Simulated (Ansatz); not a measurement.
A single point on CH$_{6}$NSbSi, SMILES `C=N[SiH2][SbH2]`.

```yaml
crystal:
  periodic: [false, false, false]
  atoms:
    - {symbol: C, position_ang: [-1.278976, 0.259058, -1.137354]}
    - {symbol: N, position_ang: [-0.842296, -0.863399, -0.781176]}
    - {symbol: Si, position_ang: [0.441610, -1.169924, 0.357395]}
    - {symbol: Sb, position_ang: [1.597004, 0.874200, 1.441372]}
    - {symbol: H, position_ang: [-2.095968, 0.323597, -1.865184]}
    - {symbol: H, position_ang: [-0.892755, 1.219888, -0.763315]}
    - {symbol: H, position_ang: [1.476701, -1.960045, -0.358231]}
    - {symbol: H, position_ang: [-0.131491, -2.007365, 1.442821]}
    - {symbol: H, position_ang: [0.086488, 1.617985, 1.741808]}
    - {symbol: H, position_ang: [1.722983, 1.654805, -0.075134]}
basis:
  gaussian: {orbitals: def2-QZVPP}
correlation: {method: mp2}
```

```sh
$ ansatz run in.yaml --threads 4 --pin off --events-out ev --progress --plain --max-ram 10444MiB
```

Output, abridged:

```
Functional definition: HF
2655 factors; integrals over basis functions are off by at most 8.4e-4 eV
mean field evaluation 1: about -16977.9345 eV, gradient 3.4e1 eV
mean field evaluation 2: about -16978.0748 eV, gradient 3.4e1 eV
mean field evaluation 4: about -16981.2449 eV, gradient 4.6e0 eV
mean field evaluation 8: about -16981.3357 eV, gradient 3.2e-1 eV
mean field -16981.33676318 eV, -624.0526156835 hartree, gradient 7.8e-6 eV, S^2 0.000000; 0 other end points of the search recorded, 0 dependent functions left out
11 core orbitals not correlated: weight in the atoms' cores, before any rotation towards them, 1.000 or more for the frozen orbitals, at most 0.000 for the correlated occupied ones
reference -16981.33676318 eV, -624.0526156835 hartree; 17, 17 occupied and 418, 418 virtual orbitals, 2655 factors
second order -30.32798189 eV of doubles, -0.00000000 eV of singles
Total energy: -17011.66474508 eV, -625.1671484610 hartree
```

It took 16 s on 4 threads of an Arm Neoverse V2 on a shared host, with 2.5 GiB of host memory at the peak.
